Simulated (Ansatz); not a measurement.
Isolated molecules relaxed with PBE0-D4/def2-TZVP in Ansatz; ΔE leaves out vibrations. CBS: MP2 limit from def2 TZ/QZ plus the TZ coupled-cluster correction, frozen cores. This one scheme is used for every species. DFT in def2-TZVPP. B3LYP here is the variant with VWN-RPA as its local correlation; programs differ in this. One conformer a species, not always the lowest.

`C=C[SiH](Cl)Cl` + `S[SiH2]Cl` → `Cl[SiH2]S[SiH](Cl)Cl` + `C=C`  (ligand exchange at the Si–C bond)

| level | ΔE (kJ/mol) |
| --- | --- |
| ωB97X-V | -50.7 |
| ωB97M-V | -52.1 |
| B2PLYP | -47.0 |
| B3LYP | -42.3 |
| HF/def2-TZVPP | -39.4 |
| SCS-MP2/def2-TZVPP | -49.6 |
| HF/def2-QZVPP | -38.9 |
| HF/CBS(def2) | -38.8 |

(1) What does CCSD(T)/CBS give? (Best estimate.)

Largest T1 diagnostic among the species: 0.011.

## Answers

(1) The calculation gave: -53.5 kJ/mol. The listed levels differ from it by 2.8, 1.4, 6.5, 11.2, 14.1, 3.9, 14.6, 14.7 kJ/mol.

The D4 term adds −13.0 kJ/mol with B3LYP and −7.3 kJ/mol with PBE0; it sums over pairs of atoms, weighted by their polarisabilities, and B3LYP, whose exchange is more repulsive, gets the larger term. In def2-TZVPP, CCSD(T) changes the Hartree–Fock value by −9.0 kJ/mol (the triples alone add −2.6 kJ/mol) and MP2 by −14.8 kJ/mol.
